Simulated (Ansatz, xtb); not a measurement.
# Relative energy of two isomers of C2H8GeOSi

We compare a, `C[Si@@H]([GeH3])C=O`, a singlet, with b, `C[SiH2][GeH2][CH]=O`, a singlet. Both are isolated molecules in the gas phase, relaxed with PBE-D3(BJ)/def2-SVP; the shapes shown needn't be the lowest conformers.

a (Å):

```yaml
atoms:
  - { symbol: C, position_ang: [0.5920, -0.2795, -2.6039] }
  - { symbol: C, position_ang: [1.4189, 2.3049, -1.0237] }
  - { symbol: Ge, position_ang: [0.7017, -0.3785, 1.0060] }
  - { symbol: O, position_ang: [2.1736, 2.5365, -0.0943] }
  - { symbol: Si, position_ang: [0.2417, 0.7494, -1.0492] }
  - { symbol: H, position_ang: [-0.1031, -1.1409, -2.6657] }
  - { symbol: H, position_ang: [0.4584, 0.3354, -3.5174] }
  - { symbol: H, position_ang: [1.6286, -0.6712, -2.5929] }
  - { symbol: H, position_ang: [-1.1763, 1.2683, -1.1064] }
  - { symbol: H, position_ang: [-0.1738, -1.6540, 1.1505] }
  - { symbol: H, position_ang: [0.4170, 0.5444, 2.2168] }
  - { symbol: H, position_ang: [2.1894, -0.8141, 1.0472] }
  - { symbol: H, position_ang: [1.3985, 3.0074, -1.9230] }
```

b (Å):

```xyz
13

C    -0.1392    1.1672   -1.9877
C    -0.3070   -2.0864    0.2219
Ge   -0.8099   -0.3198    1.0925
O     0.0235   -2.1628   -0.9445
Si    0.3009    1.3899   -0.1621
H     0.4553    1.8470   -2.6302
H     0.0642    0.1168   -2.2765
H    -1.2147    1.3728   -2.1590
H     1.7810    1.2185    0.0629
H    -0.0894    2.7504    0.3558
H    -0.4719   -0.3942    2.6096
H    -2.3606   -0.2246    0.9732
H    -0.3515   -3.0222    0.8665
```

**Question.** Which of the two would you expect CCSD(T)/def2-SVP + ΔMP2/def2-TZVPP electronic energies to favour?

**Answer.** Too close to call at this level: CCSD(T)/def2-SVP + ΔMP2/def2-TZVPP gives E(b) − E(a) = +0.87 kJ/mol.

How the difference moves with the method:

```json
{"level": "GFN2-xTB", "geometry": "GFN2-xTB", "E(b) − E(a) (kJ/mol)": "−11.18", "departure from the last row (kJ/mol)": "−12.05", "job, with rough time for the two": "optimisation, 0.37 s"}
{"level": "HF/STO-3G", "geometry": "GFN2-xTB", "E(b) − E(a) (kJ/mol)": "+9.21", "departure from the last row (kJ/mol)": "+8.34", "job, with rough time for the two": "single point, 1.1 s"}
{"level": "r2SCAN-D4/def2-SVP", "geometry": "GFN2-xTB", "E(b) − E(a) (kJ/mol)": "−5.42", "departure from the last row (kJ/mol)": "−6.29", "job, with rough time for the two": "single point, 11 s"}
{"level": "PBE-D3(BJ)/def2-SVP", "geometry": "PBE-D3(BJ)/def2-SVP", "E(b) − E(a) (kJ/mol)": "−0.94", "departure from the last row (kJ/mol)": "−1.81", "job, with rough time for the two": "optimisation, 2.5 min"}
{"level": "HF/def2-SVP", "geometry": "PBE-D3(BJ)/def2-SVP", "E(b) − E(a) (kJ/mol)": "+4.35", "departure from the last row (kJ/mol)": "+3.48", "job, with rough time for the two": "part of the CCSD(T) run"}
{"level": "MP2/def2-SVP", "geometry": "PBE-D3(BJ)/def2-SVP", "E(b) − E(a) (kJ/mol)": "+3.04", "departure from the last row (kJ/mol)": "+2.17", "job, with rough time for the two": "part of the CCSD(T) run"}
{"level": "CCSD(T)/def2-SVP", "geometry": "PBE-D3(BJ)/def2-SVP", "E(b) − E(a) (kJ/mol)": "+3.32", "departure from the last row (kJ/mol)": "+2.45", "job, with rough time for the two": "single point"}
{"level": "CCSD(T)/def2-SVP + ΔMP2/def2-TZVPP", "geometry": "PBE-D3(BJ)/def2-SVP", "E(b) − E(a) (kJ/mol)": "+0.87", "departure from the last row (kJ/mol)": "", "job, with rough time for the two": "single point, 2.6 min"}
```

As drawn, b has 1 C–Ge, 1 Si–H in place of 1 C–Si, 1 Ge–H.

The largest departure from CCSD(T)/def2-SVP + ΔMP2/def2-TZVPP is that of GFN2-xTB, 12.05 kJ/mol. The last row adds to CCSD(T) the change of the MP2 difference between the two basis sets, here −2.45 kJ/mol.

With thermal terms from frequencies at re-optimised GFN2-xTB minima (ideal gas, soft modes damped towards free rotors, one conformer each, 298.15 K, 1 atm): the zero-point term adds −2.32 kJ/mol; ΔH is −0.86 and ΔG −2.36 kJ/mol.

The correlated steps freeze 17 core orbitals; the filled d shell of Ge is correlated, in a basis made for valence electrons. Mirror images aren't counted in ΔG. Run with Ansatz 0.2.0, xtb 6.7.1; the last row on 2 threads of Arm Neoverse N1 on a shared host.
